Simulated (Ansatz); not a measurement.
One change: `CO[SiH2]C` becomes `CO[SiH2]BO`.

Ansatz, PBE0-D4/def2-TZVP geometries, multiplicity 1. Each molecule was computed in one conformer, which needn't be the lowest.

| property | `CO[SiH2]C` |
| --- | --- |
| size of the dipole moment (ωB97M-V/def2-TZVPP) / D | 1.46 |
| HOMO–LUMO gap (B3LYP/def2-TZVPP) / eV | 8.36 |
| HOMO energy (PBE0/def2-TZVPP) / eV | -7.95 |
| HOMO–LUMO gap (PBE/def2-TZVPP) / eV | 6.43 |
| HOMO energy (PBE/def2-TZVPP) / eV | -6.45 |
| size of the dipole moment (B3LYP/def2-TZVPP) / D | 1.44 |

Q: Give the same properties after the change, and the shifts. (Best estimate.)

A: Computed: 
| property | `CO[SiH2]BO` | shift |
| --- | --- | --- |
| size of the dipole moment (ωB97M-V/def2-TZVPP) / D | 2.10 | 0.64 |
| HOMO–LUMO gap (B3LYP/def2-TZVPP) / eV | 6.38 | -1.98 |
| HOMO energy (PBE0/def2-TZVPP) / eV | -7.75 | 0.20 |
| HOMO–LUMO gap (PBE/def2-TZVPP) / eV | 4.51 | -1.92 |
| HOMO energy (PBE/def2-TZVPP) / eV | -6.47 | -0.02 |
| size of the dipole moment (B3LYP/def2-TZVPP) / D | 2.09 | 0.65 |

With PBE0 the HOMO rises by 0.20 eV and the LUMO falls by 1.85 eV, so the gap narrows by about 2.05 eV. PBE moves the HOMO by -0.02 eV and ωB97M-V by 0.38 eV. Dipoles are sizes alone; their direction can turn.

B3LYP here is the variant with VWN-RPA as its local correlation; programs differ in this.
